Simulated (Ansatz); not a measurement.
Ansatz (a program for electronic structure) input:
A basis named .json is the Basis Set Exchange file of that set.

Ansatz 0.2 input:
```yaml
crystal:
  periodic: [false, false, false]
  atoms:
    - {symbol: Si, position_ang: [-0.85697643, -0.09700780, -0.47042731]}
    - {symbol: C, position_ang: [-1.50618058, 1.56915815, -0.91056291]}
    - {symbol: C, position_ang: [-1.96237263, -1.20446130, 0.50059955]}
    - {symbol: O, position_ang: [0.57209166, 0.22297214, 0.61985985]}
    - {symbol: Si, position_ang: [2.26818017, -0.21814666, 0.31162362]}
    - {symbol: H, position_ang: [-0.09218715, -0.76576816, -1.53743230]}
    - {symbol: H, position_ang: [-2.32971806, 1.45563928, -1.62117032]}
    - {symbol: H, position_ang: [-0.74471931, 2.19134808, -1.38291131]}
    - {symbol: H, position_ang: [-1.90277347, 2.09483125, -0.03907863]}
    - {symbol: H, position_ang: [-1.45342484, -2.11829150, 0.81035282]}
    - {symbol: H, position_ang: [-2.36362990, -0.70508418, 1.38530445]}
    - {symbol: H, position_ang: [-2.81445491, -1.49354966, -0.12105315]}
    - {symbol: H, position_ang: [2.24199095, -1.67810996, 0.17751076]}
    - {symbol: H, position_ang: [2.93120733, 0.28374301, 1.52124433]}
    - {symbol: H, position_ang: [2.60783029, 0.49444924, -0.92411459]}
    - {symbol: H, position_ang: [0.39761288, 0.68099678, 1.45550104]}
basis:
  gaussian:
    orbitals: aug-cc-pV_D+d_Z.json
total_charge: 1
magnetization: {spin_polarized: false}
correlation: {method: ccsd_t, electrons: outside_noble_gas}
output: {forces: true}
```

What final total energy does it print?

-735.55384 Eh (CCSD(T)/aug-cc-pV(D+d)Z). The basis has 232 functions.

It need not be the lowest isomer of its formula.
